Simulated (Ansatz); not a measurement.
Ansatz (a first-principles code) input:

Ansatz 0.2 input:
```yaml
crystal:
  periodic: [false, false, false]
  atoms:
    - {symbol: Mg, position_ang: [-0.87125963, -0.67437612, -0.79667750]}
    - {symbol: I, position_ang: [0.89579590, 0.65394052, 0.75371517]}
basis:
  gaussian:
    orbitals: def2-TZVP
hamiltonian:
  xc: b3lyp
  dispersion: d3bj
magnetization: {spin_polarized: true, initial_magnetization: 1}
relax: {f_tol: 0.002, max_steps: 150}
```

Question: Which total energy does the run end on?

Answer: -497.95023 Eh (B3LYP-D3(BJ)/def2-TZVP). The basis has 82 functions.
